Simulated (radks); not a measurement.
Q: The potassium ion K3+, configuration [Ne] 3s2 3p4. Method: Dirac Kohn-Sham, PBE, spin-unpolarised, spherical densities, point nucleus; open shells fill j = l - 1/2 first; computed with a radial shooting solver on a logarithmic mesh with Libxc functionals.

Spin-orbit splittings of the eigenvalues, e(l+1/2) - e(l-1/2), with zeta = 2 splitting/(2l+1) and mean radii in bohr:

| shell | occ. | splitting (eV) | zeta (eV) | <r> j=l-1/2 | <r> j=l+1/2 |
|---|---|---|---|---|---|
| 2p | 6 | 2.903 | 1.936 | 0.3482 | 0.3506 |
| 3p | 4 | ? | ? | 1.290 | 1.296 |

Estimate the 3p splitting.

A: 0.3282 eV (zeta = 0.2188 eV).
